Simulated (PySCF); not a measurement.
Vertical excitations of a molecule C₂H₈ClNSi from TDA-PBE/def2-SVPD in PySCF, as energy in eV (oscillator strength): 5.26 (0.002), 5.66 (0.096), 5.92 (0.016), 6.30 (0.000), 6.35 (0.037), 6.58 (0.000), 6.87 (0.037), 7.01 (0.000), 7.18 (0.023), 7.38 (0.020). Lowest triplet (TDA): 5.07 eV. Coordinates come from a ωB97X-D3(BJ)/def2-SVP optimisation. Other conformers were not sampled.

**Question.** Identify the compound among the candidates.
(A) CN[Si@H](C)Cl
(B) CN(C)[SiH2]Cl
(C) CNC[SiH2]Cl
(D) C[C@H](N)[SiH2]Cl

**Answer.** B, CN(C)[SiH2]Cl
